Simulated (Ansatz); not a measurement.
Mulliken charges of `N#[C][Al]([Cl])[Cl]` from ωB97M-V/def2-TZVPP in Ansatz (PBE0-D4/def2-TZVP geometry).

```
atom   x (Å)   y (Å)   z (Å)  charge (e)
  N1   1.444  -1.462   1.381      -0.003
  C2   0.772  -0.786   0.732      -0.302
 Al3  -0.338   0.337  -0.346       0.614
 Cl4  -2.024  -0.476  -1.213      -0.154
 Cl5   0.196   2.313  -0.595      -0.154
```

By hand: the dipole of these point charges (1 e Å = 4.8032 D).

Σ q r = (-0.163, 0.166, -0.159) e Å, of length 0.282 e Å = 1.35 D.

How does the dipole of the full density compare? (An estimate is asked.)

Ansatz gave: (-0.292, 0.294, -0.283) e Å, 2.41 D; the point charges give 0.56 times that, at 0° from its direction.

Point charges leave out the atoms' own dipoles, such as those of lone pairs, and Mulliken's split depends on the basis, so the two needn't agree.
